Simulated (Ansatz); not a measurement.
Consider the cleavage of the Al–Sn bond: `[CH3][Al]([CH3])[SnH3]` + `OB(O)S` → `[CH3][Al]([CH3])[S]B(O)O` + `[SnH4]`.

Isolated molecules relaxed with PBE0-D4/def2-TZVP in Ansatz; ΔE leaves out vibrations. CCSD(T)/CBS adds triple-zeta CCSD(T) − MP2 to the extrapolated MP2 energy (def2 sets, frozen cores). DFT in def2-TZVPP. B3LYP here is the variant with VWN-RPA as its local correlation; programs differ in this. Elements past krypton have def2 core potentials. For Sn outer-core shells are correlated without core-valence functions, which leaves a few kJ/mol of doubt a bond. One conformer a species, not always the lowest.

(1) Is it downhill or uphill in electronic energy at CCSD(T)/CBS, and by how much? (Best estimate.)

(2) What do these levels give: r2SCAN-D4, PBE0-D4, B3LYP-D4, MP2/def2-QZVPP, HF/CBS(def2), MP2/CBS(def2)? (Estimate.)

Largest T1 diagnostic among the species: 0.013.

Answers

(1) Ansatz gave: Downhill: ΔE = -0.74 eV.

(2) Computed: r2SCAN-D4 -0.83, PBE0-D4 -0.76, B3LYP-D4 -0.77, MP2/def2-QZVPP -0.81, HF/CBS(def2) -0.75, MP2/CBS(def2) -0.78 eV.

In def2-TZVPP, CCSD(T) changes the Hartree–Fock value by −0.05 eV (the triples alone add −0.03 eV) and MP2 by −0.09 eV. The D4 term adds −0.07 eV with B3LYP and −0.04 eV with PBE0; it sums over pairs of atoms, weighted by their polarisabilities, and B3LYP, whose exchange is more repulsive, gets the larger term.
